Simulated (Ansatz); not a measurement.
```yaml
crystal:
  periodic: [false, false, false]
  atoms:
    - {symbol: N, position_ang: [2.279094, 1.174674, -2.972857]}
    - {symbol: B, position_ang: [0.736117, -0.858518, -1.353833]}
    - {symbol: Al, position_ang: [-2.243751, -3.764687, 0.241392]}
    - {symbol: B, position_ang: [-1.165628, 0.065823, 2.226717]}
    - {symbol: O, position_ang: [-1.062113, 2.787765, 3.317896]}
    - {symbol: H, position_ang: [3.606303, 2.706452, -2.069451]}
    - {symbol: H, position_ang: [2.167003, 1.288654, -5.185896]}
    - {symbol: H, position_ang: [-1.271396, -6.901445, 1.483588]}
    - {symbol: H, position_ang: [-2.851148, 3.399422, 4.274822]}
basis:
  gaussian: {orbitals: ANO-RCC-VTZP, fitting: {mean_field: cc-pVTZ-jkfit}}
hamiltonian: {xc: {name: PBEsol}, dispersion: d3bjatm}
output: {forces: true}
```

```sh
$ ansatz run in.yaml --threads 2 --pin off --events-out ev --progress --plain --max-ram 4352MiB
```

Output, abridged:

```
Functional definition: PBEsol
557 factors; integrals over basis functions are off by at most 1.2e0 eV
mean field evaluation 1: about -11438.6138 eV, gradient 1.3e2 eV
mean field evaluation 2: about -10595.9037 eV, gradient 2.4e2 eV
mean field evaluation 4: about -11419.0518 eV, gradient 1.0e2 eV
mean field evaluation 8: about -11491.9445 eV, gradient 2.7e0 eV
mean field evaluation 16: about -11492.0641 eV, gradient 2.8e-5 eV
mean field -11492.06407829 eV, -422.3255652765 hartree, gradient 2.0e-5 eV, S^2 0.000000; 10 other end points of the search recorded, 0 dependent functions left out
reference -11492.06420239 eV, -422.3255698371 hartree; 21, 21 occupied and 189, 189 virtual orbitals, 557 factors
Total energy: -11492.14428136 eV, -422.3285126849 hartree
Relativity: scalar
Atom 0 at     2.279094     1.174674    -2.972857 Å, force     0.427317     0.846156    -0.587321 eV/Å
Atom 1 at     0.736117    -0.858518    -1.353833 Å, force     0.566165     0.817799    -0.537340 eV/Å
Atom 2 at    -2.243751    -3.764687     0.241392 Å, force     0.418105    -0.658482     0.334885 eV/Å
Atom 3 at    -1.165628     0.065823     2.226717 Å, force     0.010144     1.509624     0.515137 eV/Å
Atom 4 at    -1.062113     2.787765     3.317896 Å, force    -2.377369    -0.679412     0.639703 eV/Å
Atom 5 at     3.606303     2.706452    -2.069451 Å, force    -1.391672    -1.682578    -1.138371 eV/Å
Atom 6 at     2.167003     1.288654    -5.185896 Å, force     0.240155    -0.030201     2.439990 eV/Å
Atom 7 at    -1.271396    -6.901445     1.483588 Å, force    -0.288526     0.826814    -0.330608 eV/Å
Atom 8 at    -2.851148     3.399422     4.274822 Å, force     2.395680    -0.949720    -1.336075 eV/Å
Dipole moment:    -1.105099    -1.101471    -0.343456 e Å
```

In this input the geometry is stretched to more than twice its size. The run converged. The result belongs to that input, not to the molecule as meant.
